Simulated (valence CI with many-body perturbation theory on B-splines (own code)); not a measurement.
**Energy levels of W LX**

Calculated by relativistic CI+MBPT: five valence electrons over a frozen Dirac-Fock core [Ne], radial functions for each j: 9 s, 9 p, 8 d, 6 f, 3 g, 1 h, with the one-electron correlation potential Σ1 (screened to all orders), the two-electron term Σ2, the three-electron term Σ3, Breit, model QED; selected single and double excitations, second order for the rest, scaled by the run's own slope (own B-spline code, finite nucleus).

The last digits are not significant, and no measured levels were compared; by estimate large intervals hold to a few tenths of a per cent, small ones and those within an open d or f shell to about a per cent. Among the levels kept, up to 1200 cm⁻¹ of a level comes from second order outside the variational space, and about a tenth of that is noise between levels of different J, which matters for small intervals.

Levels 1 to 33 of 33, with energies above the lowest level, (3s^2 3p1/2^2 3p3/2) J=3/2. "Leading %" is the weight of the configuration and term that name the level; weights of strongly mixed levels are sums over their largest components and can fall short, so below about 35 % the name and the second component can differ from the true leading terms, or belong to a minority configuration. In the jj column 3d3/2^4 stands for four electrons in 3d with j = 3/2. Lifetimes count E1, E2, E3, M1 and M2 decay at the calculated energies, and are blank where another channel may lead or the interval is too uncertain; long ones can be off by a factor of two.

```
No.  Configuration  Term    J  E (eV)  Leading %  Lifetime      g                     Leading jj
  1        3s2 3p3   2P°  3/2    0.00         48            1.341      3s^2 3p1/2^2 3p3/2 (99 %)
  2     3s2 3p2 3d    2D  3/2  229.65         41   80.1 ps  0.777      3s^2 3p1/2^2 3d3/2 (99 %)
  3     3s2 3p2 3d    2D  5/2  324.03         33   4.25 ps  1.195      3s^2 3p1/2^2 3d5/2 (98 %)
  4        3s2 3p3   4S°  3/2  341.34         55   2.60 ns  1.453      3s^2 3p1/2 3p3/2^2 (99 %)
  5        3s2 3p3   2D°  5/2  353.14         99   7.73 ns  1.186      3s^2 3p1/2 3p3/2^2 (99 %)
  6        3s2 3p3   2P°  1/2  368.50         99   4.38 ns  0.647      3s^2 3p1/2 3p3/2^2 (99 %)
  7         3s 3p4    4P  5/2  515.75         66   2.85 ps  1.456      3s 3p1/2^2 3p3/2^2 (93 %)
  8         3s 3p4    2P  3/2  545.50         33   1.09 ps  1.146      3s 3p1/2^2 3p3/2^2 (68 %)
  9         3s 3p4    2S  1/2  547.44         54   1.45 ps  2.042      3s 3p1/2^2 3p3/2^2 (84 %)
 10     3s2 3p2 3d    4F  5/2  568.42         47    116 ps  0.956  3s^2 3p1/2 3p3/2 3d3/2 (98 %)
 11     3s2 3p2 3d    4D  1/2  571.71         80   87.7 ps  0.214  3s^2 3p1/2 3p3/2 3d3/2 (99 %)
 12     3s2 3p2 3d    4F  3/2  571.95         32   3.54 ps  0.902  3s^2 3p1/2 3p3/2 3d3/2 (92 %)
 13     3s2 3p2 3d    2G  7/2  580.73         52    826 ps  1.021  3s^2 3p1/2 3p3/2 3d3/2 (98 %)
 14     3s2 3p2 3d    2D  5/2  610.44         36    317 fs  1.157  3s^2 3p1/2 3p3/2 3d3/2 (93 %)
 15     3s2 3p2 3d    2P  1/2  620.64         38    238 fs  1.662  3s^2 3p1/2 3p3/2 3d3/2 (88 %)
 16     3s2 3p2 3d    2D  3/2  621.34         26    168 fs  1.216  3s^2 3p1/2 3p3/2 3d3/2 (76 %)
 17     3s2 3p2 3d    4D  7/2  649.96         47    805 ps  1.301  3s^2 3p1/2 3p3/2 3d5/2 (99 %)
 18     3s2 3p2 3d    2P  3/2  662.44         45   4.90 ps  1.332  3s^2 3p1/2 3p3/2 3d5/2 (97 %)
 19     3s2 3p2 3d    2G  9/2  662.89         62    149 ns  1.181  3s^2 3p1/2 3p3/2 3d5/2 (99 %)
 20     3s2 3p2 3d    2F  5/2  665.98         37   5.82 ps  1.116  3s^2 3p1/2 3p3/2 3d5/2 (97 %)
 21     3s2 3p2 3d    2D  5/2  686.25         41   1.37 ps  1.275  3s^2 3p1/2 3p3/2 3d5/2 (94 %)
 22     3s2 3p2 3d    2F  7/2  687.50         62   2.09 ps  1.122  3s^2 3p1/2 3p3/2 3d5/2 (97 %)
 23     3s2 3p2 3d    2D  3/2  696.16         60   2.72 ps  0.931  3s^2 3p1/2 3p3/2 3d5/2 (98 %)
 24     3s2 3p2 3d    2P  1/2  700.02         54   1.92 ps  1.225  3s^2 3p1/2 3p3/2 3d5/2 (96 %)
 25        3s2 3p3   2P°  3/2  711.67         51    626 ps  1.303            3s^2 3p3/2^3 (98 %)
 26      3s 3p3 3d   4D°  5/2  741.07         29   23.5 ps  1.257  3s 3p1/2^2 3p3/2 3d3/2 (96 %)
 27      3s 3p3 3d   4D°  3/2  743.23         27   10.3 ps  1.252  3s 3p1/2^2 3p3/2 3d3/2 (96 %)
 28      3s 3p3 3d   4P°  1/2  745.45         45   24.0 ps  2.369  3s 3p1/2^2 3p3/2 3d3/2 (97 %)
 29      3s 3p3 3d   4F°  7/2  751.70         23   22.7 ps  1.244  3s 3p1/2^2 3p3/2 3d3/2 (94 %)
 30      3s 3p3 3d   2D°  3/2  770.08         28   1.48 ps  1.004  3s 3p1/2^2 3p3/2 3d3/2 (83 %)
 31      3s 3p3 3d   2F°  5/2  781.18         21    842 fs  0.872  3s 3p1/2^2 3p3/2 3d3/2 (78 %)
 32      3s 3p3 3d   4D°  1/2  785.63         42    721 fs  0.554  3s 3p1/2^2 3p3/2 3d3/2 (87 %)
 33     3s2 3p 3d2   4G°  5/2  812.18         42    500 fs  0.784      3s^2 3p1/2 3d3/2^2 (78 %)
```

The ionisation energy to 3s2 3p2 3P_0 of the next ion comes out as 6104.3 eV (NIST: 6093 ± 5 eV (semi-empirical)). All 33 levels together are meant to be complete up to 812.43 eV.
